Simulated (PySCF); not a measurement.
Compound: C4H15NOSi3.
Atom-mapped SMILES: `[CH3:1][NH:2][Si@H:3]([SiH3:4])[O:5][SiH2:6][CH:7]1[CH2:8][CH2:9]1`

Probes without a nucleus sit at each ring's centroid and 1 Å off its mean plane on both sides; NICS is minus the shielding there, NICSzz its component along the normal. Level: GIAO PBE0/pcSseg-1 (PySCF, non-relativistic, gas phase) on the GFN2-xTB geometry, one conformer.

Ring bond lengths (Å), with Mayer bond orders in brackets: C7–C8 1.504 (0.96), C8–C9 1.491 (0.97), C9–C7 1.504 (0.96).

Q: Give the NICS values of each ring in ppm.

A: 
```tsv
ring	type	NICS(0)	NICS(1), two faces	NICS(1)zz, two faces	rms pucker (Å)	centre to ring atoms, mean (Å)
C7–C8–C9	3-membered carbocycle; formal bonds all single	-45.8	-8.1 / -9.7	-24.6 / -27.8	0.00	0.87
```

Q: What can be read from them?

A: 
- C7–C8–C9: mean NICS(1)zz -26.2 ppm, shielded. C7, C8, C9 have four or more neighbours; no verdict on aromaticity is drawn. The two faces differ by 3.2 ppm, so no symmetry operation interchanges them. NICS(0) lies 37 ppm below the mean NICS(1).

Q: What is the mean of the two in-plane components of NICS at the first NICS(1) probe listed for ring C7–C8–C9, 1 Å off the ring?

A: The isotropic value is a third of the trace: (3 × -8.1 − (-24.6))/2 = 0.2 ppm.

Q: How shielded are the nuclei of the rings and their hydrogens (means over atoms taken as equivalent)?

A: 
```
  atoms                  environment  σ isotropic (ppm)  principal values of the symmetric part, first atom (ppm)
     C7  sp3 carbon bound to silicon              189.3                                       161.0, 176.4, 230.6
     C8   three-membered-ring carbon              184.5                                       157.2, 178.9, 217.5
     C9   three-membered-ring carbon              184.8                                       159.6, 177.5, 217.4
H on C7             methine hydrogen              32.24                                          25.3, 27.4, 44.0
H on C8           methylene hydrogen              31.14                                          24.8, 26.7, 42.0
H on C8           methylene hydrogen              30.72                                          23.2, 27.2, 41.7
H on C9           methylene hydrogen              31.11                                          24.7, 26.4, 42.2
H on C9           methylene hydrogen              31.58                                          25.0, 30.2, 39.6
```

Hardware: an Intel Xeon at 2.50 GHz with one thread, shared host with 64 logical CPUs at a one-minute load of 61. Cost: 3.3 min (with the writing of density and orbital grids), 1.1 GiB resident at most. This is the whole shielding run at PBE0/pcSseg-1, SCF included.

Conformer computed: `[CH3:1][NH:2][Si@H:3]([SiH3:4])[O:5][SiH2:6][CH:7]1[CH2:8][CH2:9]1`: C1–N2–Si3–Si4 -55°, N2–Si3–O5–Si6 87°, Si3–O5–Si6–C7 -85°, O5–Si6–C7–C8 36°.
